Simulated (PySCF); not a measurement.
# HgH: frontier orbitals

PBE0 at R = 1.768 Å; PySCF, scalar-relativistic core potentials, basis sets Hg cc-pVDZ-PP with ECP60, H cc-pVDZ. State: ²Σ⁺ (doublet), unpaired electrons σ ↑. Only the outer orbitals are listed, counted within each symmetry, core potentials removing the inner ones.

```json
{"spin": "α", "orbital": "3σ", "occ.": "1", "ε (eV)": "-13.73", "on Hg (%)": "84", "main shells (%)": "81 Hg d, 16 H s"}
{"spin": "α", "orbital": "2π", "occ.": "1", "ε (eV)": "-12.72", "on Hg (%)": "100", "main shells (%)": "100 Hg d"}
{"spin": "α", "orbital": "2π", "occ.": "1", "ε (eV)": "-12.72", "on Hg (%)": "100", "main shells (%)": "100 Hg d"}
{"spin": "α", "orbital": "1δ", "occ.": "1", "ε (eV)": "-12.63", "on Hg (%)": "100", "main shells (%)": "100 Hg d"}
{"spin": "α", "orbital": "1δ", "occ.": "1", "ε (eV)": "-12.63", "on Hg (%)": "100", "main shells (%)": "100 Hg d"}
{"spin": "α", "orbital": "4σ", "occ.": "1", "ε (eV)": "-9.90", "on Hg (%)": "70", "main shells (%)": "53 Hg s, 30 H s, 15 Hg d"}
{"spin": "α", "orbital": "5σ", "occ.": "1", "ε (eV)": "-5.83", "on Hg (%)": "68", "main shells (%)": "38 Hg s, 32 H s, 28 Hg p"}
{"spin": "α", "orbital": "3π", "occ.": "0", "ε (eV)": "-0.88", "on Hg (%)": "100", "main shells (%)": "100 Hg p"}
{"spin": "α", "orbital": "3π", "occ.": "0", "ε (eV)": "-0.88", "on Hg (%)": "100", "main shells (%)": "100 Hg p"}
{"spin": "α", "orbital": "6σ", "occ.": "0", "ε (eV)": "1.81", "on Hg (%)": "98", "main shells (%)": "92 Hg p"}
{"spin": "β", "orbital": "3σ", "occ.": "1", "ε (eV)": "-13.09", "on Hg (%)": "91", "main shells (%)": "90 Hg d, 8 H s"}
{"spin": "β", "orbital": "1δ", "occ.": "1", "ε (eV)": "-12.58", "on Hg (%)": "100", "main shells (%)": "100 Hg d"}
{"spin": "β", "orbital": "1δ", "occ.": "1", "ε (eV)": "-12.58", "on Hg (%)": "100", "main shells (%)": "100 Hg d"}
{"spin": "β", "orbital": "2π", "occ.": "1", "ε (eV)": "-12.57", "on Hg (%)": "100", "main shells (%)": "100 Hg d"}
{"spin": "β", "orbital": "2π", "occ.": "1", "ε (eV)": "-12.57", "on Hg (%)": "100", "main shells (%)": "100 Hg d"}
{"spin": "β", "orbital": "4σ", "occ.": "1", "ε (eV)": "-9.10", "on Hg (%)": "80", "main shells (%)": "71 Hg s, 20 H s"}
{"spin": "β", "orbital": "5σ", "occ.": "0", "ε (eV)": "-2.66", "on Hg (%)": "67", "main shells (%)": "38 Hg p, 33 H s, 26 Hg s"}
{"spin": "β", "orbital": "3π", "occ.": "0", "ε (eV)": "-0.60", "on Hg (%)": "100", "main shells (%)": "100 Hg p"}
{"spin": "β", "orbital": "3π", "occ.": "0", "ε (eV)": "-0.60", "on Hg (%)": "100", "main shells (%)": "100 Hg p"}
```

Task: Which are the highest filled and the lowest empty level, where do they sit, and how wide is the gap?

Result: Highest filled α 5σ at -5.83 eV (in %: 38 Hg s, 32 H s, 28 Hg p); lowest empty β 5σ at -2.66 eV (in %: 38 Hg p, 33 H s, 26 Hg s); the gap at PBE0 is 3.17 eV.

* bond order (Mayer): 0.75
* ⟨S²⟩: 0.760
* charge on Hg (Mulliken, basis-dependent): 0.07
* charge on Hg (Löwdin, basis-dependent): 0.06
* dipole moment (positive dipole means Hg(−)H(+)): -0.09 D
* polarisability along the bond: 42.7 bohr³
* polarisability across the bond: 34.8 bohr³

Spin–orbit coupling is left out. The state was picked by a PBE0 search and need not be the measured ground state.
